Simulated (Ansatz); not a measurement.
An input meant for `FC(F)(F)c1cc2sc(-c3cc4sc(-c5cc6sc(-c7cc8sc(C(F)(F)F)cc8s7)cc6s5)cc4s3)cc2s1` (charge 0, singlet).

```yaml
crystal:
  periodic: [false, false, false]
  atoms:
    - {symbol: F, position_ang: [13.430432, -0.759519, 0.464640]}
    - {symbol: C, position_ang: [12.893901, 0.264735, -0.244804]}
    - {symbol: F, position_ang: [13.336024, 0.158423, -1.518154]}
    - {symbol: F, position_ang: [13.404726, 1.406276, 0.278980]}
    - {symbol: C, position_ang: [11.396770, 0.251414, -0.204193]}
    - {symbol: C, position_ang: [10.547018, 0.074685, -1.282453]}
    - {symbol: C, position_ang: [9.190176, 0.104430, -0.866056]}
    - {symbol: S, position_ang: [7.650435, -0.038937, -1.662714]}
    - {symbol: C, position_ang: [6.792283, 0.139479, -0.127539]}
    - {symbol: C, position_ang: [5.349413, 0.107195, -0.096252]}
    - {symbol: C, position_ang: [4.504591, 0.600076, 0.900134]}
    - {symbol: C, position_ang: [3.143466, 0.378956, 0.584760]}
    - {symbol: S, position_ang: [1.627011, 0.743874, 1.356205]}
    - {symbol: C, position_ang: [0.720997, 0.011181, 0.024634]}
    - {symbol: C, position_ang: [-0.720011, -0.017384, 0.051510]}
    - {symbol: C, position_ang: [-1.586507, -0.435136, -0.963414]}
    - {symbol: C, position_ang: [-2.940393, -0.323171, -0.572078]}
    - {symbol: S, position_ang: [-4.471580, -0.656949, -1.330040]}
    - {symbol: C, position_ang: [-5.350195, -0.113345, 0.106179]}
    - {symbol: C, position_ang: [-6.791624, -0.140850, 0.116003]}
    - {symbol: C, position_ang: [-7.657886, -0.490717, -0.920873]}
    - {symbol: C, position_ang: [-10.544422, -0.372246, -1.302596]}
    - {symbol: S, position_ang: [-10.544422, -0.672246, -1.302596]}
    - {symbol: C, position_ang: [-11.398078, -0.218666, 0.160862]}
    - {symbol: C, position_ang: [-12.894473, -0.263597, 0.200950]}
    - {symbol: F, position_ang: [-13.447395, 0.445607, -0.813547]}
    - {symbol: F, position_ang: [-13.369771, -1.529524, 0.091508]}
    - {symbol: F, position_ang: [-13.354876, 0.245978, 1.365712]}
    - {symbol: C, position_ang: [-10.557230, 0.128644, 1.204886]}
    - {symbol: C, position_ang: [-9.197176, 0.026950, 0.812034]}
    - {symbol: S, position_ang: [-7.664600, 0.302795, 1.588619]}
    - {symbol: C, position_ang: [-4.484530, 0.299672, 1.121417]}
    - {symbol: C, position_ang: [-3.129594, 0.179776, 0.734558]}
    - {symbol: S, position_ang: [-1.599217, 0.508115, 1.493439]}
    - {symbol: C, position_ang: [1.568404, -0.487998, -0.968855]}
    - {symbol: C, position_ang: [2.929283, -0.273888, -0.649960]}
    - {symbol: S, position_ang: [4.446149, -0.641486, -1.420152]}
    - {symbol: C, position_ang: [7.666443, 0.316079, 0.945248]}
    - {symbol: C, position_ang: [9.018980, 0.301462, 0.520253]}
    - {symbol: S, position_ang: [10.556019, 0.453518, 1.322189]}
    - {symbol: H, position_ang: [10.905234, -0.066456, -2.309403]}
    - {symbol: H, position_ang: [4.871043, 1.119768, 1.794794]}
    - {symbol: H, position_ang: [-1.240113, -0.790019, -1.941802]}
    - {symbol: H, position_ang: [-7.309747, -0.795181, -1.916544]}
    - {symbol: H, position_ang: [-10.924184, 0.437230, 2.191297]}
    - {symbol: H, position_ang: [-4.834960, 0.675856, 2.091633]}
    - {symbol: H, position_ang: [1.204962, -0.990418, -1.874098]}
    - {symbol: H, position_ang: [7.329478, 0.418913, 1.984409]}
basis:
  gaussian: {orbitals: "6-31G*", fitting: {mean_field: def2-universal-jkfit}, final_grid: {core_spheres: 5, valence_spheres: 4, degree: 11}}
hamiltonian: {xc: {name: revPBE0}}
```

```sh
$ ansatz run in.yaml --threads 2 --pin off --events-out ev --progress --plain --max-ram 20480MiB --backend cuda --devices 0, --max-vram 18GiB
```

Shortened log:

```
Functional definition: revPBE0
3580 factors; integrals over basis functions are off by at most 7.2e-2 eV
mean field evaluation 1: about -128840.4549 eV, gradient 1.9e2 eV
mean field evaluation 2: about -128063.8991 eV, gradient 3.5e2 eV
mean field evaluation 4: about -128885.7807 eV, gradient 1.1e2 eV
mean field evaluation 8: about -128917.0548 eV, gradient 5.0e1 eV
mean field evaluation 16: about -128930.9440 eV, gradient 3.6e-1 eV
mean field evaluation 32: about -128930.6535 eV, gradient 6.7e-4 eV
mean field -128930.65348642 eV, -4738.1141232900 hartree, gradient 3.9e-5 eV, S^2 0.000000; 0 other end points of the search recorded, 0 dependent functions left out
reference -128930.65355458 eV, -4738.1141257950 hartree; 173, 173 occupied and 475, 475 virtual orbitals, 3580 factors
Total energy: -128930.65355458 eV, -4738.1141257950 hartree
```

(1) Something in this input is off. What?

## Answers

(1) One atom was put on top of another. Self-consistency was reached. The result belongs to that input, not to the species as meant.
